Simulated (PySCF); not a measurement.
CH$_{5}$AlGeN, CH$_{5}$GeO, CH$_{5}$Ge, CH$_{6}$BGeO (calculated)

All values are calculated (PySCF 2.14.0). Calculation on a computer-drawn molecule: the log of a Hartree-Fock and frozen-core CCSD(T) single point meant for a local Hartree-Fock minimum, with one planted fault or none, to be diagnosed. Offsets are logged minus clean, where the clean run is the same molecule without the fault. The reference is restricted for singlets and unrestricted otherwise, and also for a bond in bohr or an excited solution. Adding or removing an electron swaps singlet and doublet. The excited solution moves the top pair (singlet) or top alpha electron (doublet) to the lowest empty orbital. Highest occupied and lowest empty are orbital energies over both spins, largest force is the largest gradient component, triples share is (T) over the correlation energy, the T1 limit is 0.02 restricted and 0.045 unrestricted, electrons count all cores, a negative frequency is imaginary (commonest isotopes), and the dipole is about the centre of nuclear charge; on germanium a core potential holds 10 electrons, which the energies leave out, and 3d is frozen in MP2 and coupled-cluster steps.

Common to all runs: logged SCF converged yes; possible faults no fault, one electron removed, one electron added, multiplicity raised by two, geometry at a saddle point, SCF held on an excited solution, minimal basis STO-3G, one bond length entered in bohr, all coordinates scaled.

(1) CH$_{5}$AlGeN

Logged structure:
```xyz
9
CH5AlGeN
C      2.4807    -0.6350     1.6930
Ge     1.8016     1.0615     1.0916
N      2.4053     1.8849    -0.2673
Al     2.9133     2.7635    -1.5706
H      2.8238    -0.5341     2.7248
H      1.6701    -1.3666     1.6745
H      3.2982    -0.9638     1.0546
H      0.6645     1.6967     1.8746
H      3.4023     3.5673    -2.7900
```

```
meant charge                                : 1
meant multiplicity                          : 1
meant basis                                 : cc-pV(D+d)Z
meant basis and core potential on germanium : cc-pVDZ-PP ECP10MDF
logged electrons                            : 61
logged basis functions                      : 99
logged spin squared                         : 0.7616
logged highest occupied                     : -21.952 eV
logged lowest empty                         : -10.789 eV
logged largest force                        : 0.069159 hartree/bohr
logged T1 diagnostic                        : 0.026731
logged D1 diagnostic                        : 0.13928
logged triples share                        : 0.027658
logged CC converged                         : yes
logged dipole magnitude                     : 6.9151 debye
logged SCF stable within its kind           : yes
logged energy HF                            : -629.83041 hartree
logged energy CCSD(T)                       : -630.27393 hartree
planted fault                               : one electron removed
HF energy offset from clean run             : 286.7 kcal/mol
CCSD(T) energy offset from clean run        : 318.7 kcal/mol
```

Drawn bonds:
```tsv
atom	other atom	order
1	2	1
2	3	1
3	4	2
1	5	1
1	6	1
1	7	1
2	8	1
4	9	1
```

(2) CH$_{5}$GeO

Logged structure:
```xyz
8
CH5GeO
C      0.6840     0.7365     0.0633
Ge     0.2483    -0.6484     1.4860
O     -1.2523    -1.6558     1.4352
H      1.6614     0.4087    -0.4696
H     -0.1821     0.8218    -0.6977
H      0.8691     1.7536     0.5891
H      1.1027    -1.0434     2.7791
H     -1.9433    -1.5748     0.7013
```

```
meant charge                                : 1
meant multiplicity                          : 1
meant basis                                 : cc-pVDZ
meant basis and core potential on germanium : cc-pVDZ-PP ECP10MDF
logged electrons                            : 50
logged basis functions                      : 76
logged spin squared                         : 0
logged highest occupied                     : -18.055 eV
logged lowest empty                         : -4.935 eV
logged largest force                        : 0.040074 hartree/bohr
logged T1 diagnostic                        : 0.021101
logged D1 diagnostic                        : 0.076699
logged triples share                        : 0.029235
logged CC converged                         : yes
logged dipole magnitude                     : 2.8271 debye
logged SCF stable within its kind           : yes
logged energy HF                            : -408.74961 hartree
logged energy CCSD(T)                       : -409.21966 hartree
planted fault                               : all coordinates scaled, by +6.2 %
HF energy offset from clean run             : 15.82 kcal/mol
CCSD(T) energy offset from clean run        : 7.496 kcal/mol
```

Drawn bonds:
```tsv
atom	other atom	order
1	2	1
2	3	1
1	4	1
1	5	1
1	6	1
2	7	1
3	8	1
```

Notes: T1 above single-reference limit.

(3) CH$_{5}$GeO

Logged structure:
```xyz
8
CH5GeO
C      0.6440     0.6935     0.0596
Ge     0.2338    -0.6106     1.3992
O     -1.1792    -1.5591     1.3514
H      1.5644     0.3849    -0.4422
H     -0.1714     0.7739    -0.6570
H      0.8184     1.6512     0.5547
H      1.0383    -0.9825     2.6168
H     -1.8298    -1.4829     0.6604
```

```
meant charge                                : 1
meant multiplicity                          : 1
meant basis                                 : cc-pVDZ
meant basis and core potential on germanium : cc-pVDZ-PP ECP10MDF
logged electrons                            : 50
logged basis functions                      : 76
logged spin squared                         : 0
logged highest occupied                     : -10.588 eV
logged lowest empty                         : -12.01 eV
logged largest force                        : 0.13761 hartree/bohr
logged CC converged                         : no
logged dipole magnitude                     : 5.953 debye
logged SCF stable within its kind           : no
logged energy HF                            : -408.21192 hartree
planted fault                               : SCF held on an excited solution
HF energy offset from clean run             : 353.2 kcal/mol
```

Drawn bonds:
```tsv
atom	other atom	order
1	2	1
2	3	1
1	4	1
1	5	1
1	6	1
2	7	1
3	8	1
```

Notes: CCSD not converged.

(4) CH$_{5}$Ge

Logged structure:
```xyz
7
CH5Ge
C     -0.4741     2.4153    -0.6683
Ge     0.1428     0.4568    -0.4325
H      0.3127     2.9907    -1.1700
H     -1.3618     2.4466    -1.3109
H     -0.7171     2.9194     0.2728
H     -1.0405    -0.0040     0.5644
H      1.2149     0.7286     0.7435
```

```
meant charge                                : -1
meant multiplicity                          : 1
meant basis                                 : aug-cc-pVDZ
meant basis and core potential on germanium : aug-cc-pVDZ-PP ECP10MDF
logged electrons                            : 44
logged basis functions                      : 100
logged spin squared                         : 0
logged highest occupied                     : -1.8854 eV
logged lowest empty                         : 3.9941 eV
logged largest force                        : 1.108e-05 hartree/bohr
logged lowest frequency                     : 190.41 cm⁻¹
logged T1 diagnostic                        : 0.012499
logged D1 diagnostic                        : 0.02679
logged triples share                        : 0.031938
logged CC converged                         : yes
logged dipole magnitude                     : 1.8185 debye
logged SCF stable within its kind           : yes
logged energy HF                            : -334.13132 hartree
logged energy CCSD(T)                       : -334.45951 hartree
planted fault                               : no fault
HF energy offset from clean run             : 0 kcal/mol
CCSD(T) energy offset from clean run        : 0 kcal/mol
```

Drawn bonds:
```tsv
atom	other atom	order
1	2	1
1	3	1
1	4	1
1	5	1
2	6	1
2	7	1
```

(5) CH$_{6}$BGeO

Logged structure:
```xyz
10
CH6BGeO
C     -0.2370     0.0222     0.3178
Ge     0.9205     1.2466     1.3528
B      0.6786     3.2861     0.9120
O     -0.1432     3.8799     0.0445
H     -0.0461    -1.0126     0.6089
H     -2.2305     0.4331     0.6648
H     -0.0414     0.1177    -0.7529
H      2.3897     0.8713     1.1024
H      0.6442     1.0433     2.8510
H     -0.7082     3.3045    -0.4552
```

```
meant charge                                : 0
meant multiplicity                          : 2
meant basis                                 : cc-pVDZ
meant basis and core potential on germanium : cc-pVDZ-PP ECP10MDF
logged electrons                            : 57
logged basis functions                      : 95
logged spin squared                         : 1.467
logged highest occupied                     : -8.1766 eV
logged lowest empty                         : 2.4243 eV
logged largest force                        : 0.023412 hartree/bohr
logged T1 diagnostic                        : 0.05531
logged D1 diagnostic                        : 0.26111
logged triples share                        : 0.03353
logged CC converged                         : yes
logged dipole magnitude                     : 2.0352 debye
logged SCF stable within its kind           : yes
logged energy HF                            : -434.14805 hartree
logged energy CCSD(T)                       : -434.70111 hartree
planted fault                               : one bond length entered in bohr, row 5 of the drawn bonds
HF energy offset from clean run             : 79.18 kcal/mol
CCSD(T) energy offset from clean run        : 81.33 kcal/mol
```

Drawn bonds:
```tsv
atom	other atom	order
1	2	1
2	3	1
3	4	1
1	5	1
1	6	1
1	7	1
2	8	1
2	9	1
4	10	1
```

Notes: T1 above single-reference limit.
